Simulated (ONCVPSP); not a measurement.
## LDA (Perdew-Wang 92) ONCV dataset for aluminium, scalar-relativistic all-electron reference.

The input file (ONCVPSP 4.0.1):

```
# ATOM AND REFERENCE CONFIGURATION
# atsym  z   nc   nv     iexc    psfile
  Al 13.00    3    2  -001012      upf
#
#   n    l    f
    1    0    2.00
    2    0    2.00
    2    1    6.00
    3    0    1.50
    3    1    1.50
#
# PSEUDOPOTENTIAL AND OPTIMIZATION
# lmax
    2
#
#   l,   rc,      ep,       ncon, nbas, qcut
    0    2.10    0.00    4    7    2.40
    1    1.85    0.00    4    7    4.80
    2    2.15    0.39    4    8    4.50
#
# LOCAL POTENTIAL
# lloc, lpopt,  rc(5),   dvloc0
    4    5    1.15    4.00
#
# VANDERBILT-KLEINMAN-BYLANDER PROJECTORs
# l, nproj, debl
    0    1    2.30
    1    1    1.70
    2    2    1.50
#
# MODEL CORE CHARGE
# icmod, fcfact, rcfact
    3    2.25    1.50
#
# LOG DERIVATIVE ANALYSIS
# epsh1, epsh2, depsh
   -2.00    5.00    0.02
#
# OUTPUT GRID
# rlmax, drl
    6.00    0.01
#
# TEST CONFIGURATIONS
# ncnf
    4
# nvcnf
#   n    l    f
    2
    3    0    2.00
    3    1    1.00
#
    2
    3    0    2.00
    3    1    0.00
#
    2
    3    0    1.00
    3    1    0.00
#
    2
    3    0    1.00
    3    1    1.00
#
```

Command:

```bash
oncvpsp.x < Al.dat > Al.out
```

Output (shortened: citation, most of the input echo, consistency checks and plot data are left out):

```
ONCVPSP  (Optimized Norm-Conservinng Vanderbilt PSeudopotential)
scalar-relativistic version 4.0.1

#   n    l    f        energy (Ha)
    1    0    2.00    -5.5316397E+01
    2    0    2.00    -3.9845192E+00
    2    1    6.00    -2.5956912E+00
    3    0    1.50    -3.0373431E-01
    3    1    1.50    -1.1423576E-01

Reference configufation results
  iterations    25
  all-electron total energy (Ha)   -2.41672273D+02

Begin loop to  construct optimized pseudo wave functions
and semi-local pseudopoentials for all angular momenta

Calculating optimized projector #   1

 for l=   0

    Fraction of norm inside rc  0.386123
    Optimizing pswf for qcut=   2.41 a_B^-1,  ecut=   2.89 Ha
    Residual kinetic energy error=  1.04D-02 Ha

    Energy error per electron        Cutoff
         Ha          eV             Ha
         0.01000     0.27211        2.91
         0.00100     0.02721       18.52
         0.00010     0.00272       25.91
         0.00001     0.00027       30.84

Calculating optimized projector #   1

 for l=   1

    Fraction of norm inside rc  0.127262
    Optimizing pswf for qcut=   4.80 a_B^-1,  ecut=  11.52 Ha
    Residual kinetic energy error=  5.97D-05 Ha

    Energy error per electron        Cutoff
         Ha          eV             Ha
         0.01000     0.27211        1.33
         0.00100     0.02721        2.23
         0.00010     0.00272        7.63
         0.00001     0.00027       37.71

   Wellstate for l =  2  n =  3
     eigenvalue =   0.3900
     asymptotic potential =   0.8900
     half-point radius =  3.3680

   Wellstate for l =  2  n =  5
     eigenvalue =   1.8900
     asymptotic potential =   2.3900
     half-point radius =  4.5776

Calculating optimized projector #   1

 for l=   2

    Fraction of norm inside rc  0.369967
    Optimizing pswf for qcut=   4.50 a_B^-1,  ecut=  10.14 Ha
    Residual kinetic energy error=  4.49D-04 Ha

    Energy error per electron        Cutoff
         Ha          eV             Ha
         0.01000     0.27211        6.21
         0.00100     0.02721        9.18
         0.00010     0.00272       24.99
         0.00001     0.00027       48.98

Calculating optimized projector #   2

 for l=   2

    Fraction of norm inside rc  0.185346
    Optimizing pswf for qcut=   4.50 a_B^-1,  ecut=  10.14 Ha
    Residual kinetic energy error=  7.60D-03 Ha

    Energy error per electron        Cutoff
         Ha          eV             Ha
         0.01000     0.27211        9.68
         0.00100     0.02721       16.81
         0.00010     0.00272       52.58
         0.00001     0.00027       64.02

Construct Vanderbilt / Kleinmman-Bylander projectors

B matrix Hermiticity error, ll=   2
   1   2   -3.8295E-05

  Orthonormal projector coefficients -2.4297E+00 -7.3883E-01

Model core correction analysis
  based on d2Exc/dn_idn_j

d2excae - all-electron derivatives

   -3.630731D-02   -2.759214D-02
   -2.759458D-02   -2.739752D-02

d2excps - pseudofunction derivatives with no core correction

   -4.266937D-02   -3.059579D-02
   -3.060213D-02   -2.887753D-02

rms 2nd derivative error    3.896587E-03

rmatch, rhocmatch    1.4285    0.3063

Teter function model core charge with specified parameters

d2excps - pseudofunction derivatives with core correction

   -3.754673D-02   -2.823165D-02
   -2.823383D-02   -2.771304D-02

rms 2nd derivative error    7.831586E-04

Pseudoatom total energy   -1.878872

Diagnostic tests using Vanderbilt-Kleinman-Bylander pseudopotentials
  1 or more projectors used as specified by nproj input data

   l    rcore       rmatch      e in        delta e   norm test  slope test

   0   2.1073831   2.1713678  -0.3037343  -0.0000010   0.9999999   1.0000191

   1   1.8585998   1.9150309  -0.1142358   0.0000011   1.0000064   1.0000032

   2   2.1584173   2.2239515   0.3900000   0.0000036   1.0000236   1.0000236
   2   2.1584173   2.2239515   1.8900000   0.0000013   1.0001019   1.0001019

 Testing for bound ghosts
   n   l    E NL Schr. Eq   E Basis Diag.   E Cutoff

   1   0       -0.303735       -0.300086     28.15

   2   1       -0.114235       -0.077439     43.97

 Testing for highly-localized positive-energy ghosts
       l    <radius>/rc     E Basis Diag.   E Cutoff

Test configuration 0

   n   l     f        eae           eps        diff
   1   0  2.0000  -55.31639719
   2   0  2.0000   -3.98451920
   2   1  6.0000   -2.59569119
   3   0  1.5000   -0.30373431   -0.30373532   -1.00D-06
   3   1  1.5000   -0.11423576   -0.11423468    1.08D-06

    Total energies and differences
      AE_ref= -2.41672273D+02  AE_tst= -2.41672273D+02  dif=  0.00D+00
      PS_ref= -1.87887179D+00  PS_tst= -1.87887179D+00  dif= -2.22D-16
      PSP excitation error=  2.22D-16

Test configuration 1

   n   l     f        eae           eps        diff
   1   0  2.0000  -55.28193956
   2   0  2.0000   -3.95085762
   2   1  6.0000   -2.56228932
   3   0  2.0000   -0.28775247   -0.28775891   -6.44D-06
   3   1  1.0000   -0.10230788   -0.10236547   -5.76D-05

    Total energies and differences
      AE_ref= -2.41672273D+02  AE_tst= -2.41766020D+02  dif= -9.37D-02
      PS_ref= -1.87887179D+00  PS_tst= -1.97260793D+00  dif= -9.37D-02
      PSP excitation error= -1.16D-05

Test configuration 2

   n   l     f        eae           eps        diff
   1   0  2.0000  -55.59509056
   2   0  2.0000   -4.25826699
   2   1  6.0000   -2.87010140
   3   0  2.0000   -0.54817653   -0.54774149    4.35D-04

    Total energies and differences
      AE_ref= -2.41672273D+02  AE_tst= -2.41551372D+02  dif=  1.21D-01
      PS_ref= -1.87887179D+00  PS_tst= -1.75798093D+00  dif=  1.21D-01
      PSP excitation error=  9.31D-06

Test configuration 3

   n   l     f        eae           eps        diff
   1   0  2.0000  -56.06049498
   2   0  2.0000   -4.70961759
   2   1  6.0000   -3.32137754
   3   0  1.0000   -0.87938017   -0.87865018    7.30D-04

    Total energies and differences
      AE_ref= -2.41672273D+02  AE_tst= -2.40839522D+02  dif=  8.33D-01
      PS_ref= -1.87887179D+00  PS_tst= -1.04681201D+00  dif=  8.32D-01
      PSP excitation error=  6.91D-04

Test configuration 4

   n   l     f        eae           eps        diff
   1   0  2.0000  -55.65859937
   2   0  2.0000   -4.32070844
   2   1  6.0000   -2.93188012
   3   0  1.0000   -0.57758396   -0.57729732    2.87D-04
   3   1  1.0000   -0.36170559   -0.36139505    3.11D-04

    Total energies and differences
      AE_ref= -2.41672273D+02  AE_tst= -2.41337530D+02  dif=  3.35D-01
      PS_ref= -1.87887179D+00  PS_tst= -1.54424709D+00  dif=  3.35D-01
      PSP excitation error=  1.18D-04
```

The run took about 4.3 s on one core of a shared server CPU.
